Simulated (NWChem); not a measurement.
Species: C2H5NOSi; SMILES C1=NCO[SiH2]1

```xyz
10

C      1.2980    -0.2878     0.0000
N      0.6293    -1.3745     0.0000
C     -0.7972    -1.1902     0.0000
O     -1.1896     0.1618     0.0000
Si     0.1265     1.2009     0.0000
H      2.3954    -0.3486     0.0000
H     -1.2075    -1.7013     0.8903
H     -1.2075    -1.7013    -0.8903
H      0.1777     2.0670    -1.2137
H      0.1777     2.0670     1.2137
```
Atoms are numbered in this order, from 1.

Coordinates come from a PBE0/def2-SVP optimisation. B3LYP is NWChem's, with the RPA form of VWN correlation.

Symmetry labels are those of Cs in the frame above (b1 and b2, or b-type labels, depend on it).

Task: List the 4 lowest vertical singlet excitations from B3LYP/def2-SVP, TDA (NWChem).

Result: 
```
state  energy (eV)  oscillator strength  symmetry  leading excitation (squared amplitude)
-----  -----------  -------------------  --------  --------------------------------------
S1            4.71                0.000        a"                      HOMO → LUMO (0.99)
S2            5.97                0.084        a'                    HOMO−1 → LUMO (0.93)
S3            6.67                0.065        a'                    HOMO → LUMO+1 (0.91)
S4            6.87                0.000        a"                  HOMO−1 → LUMO+1 (0.94)
```
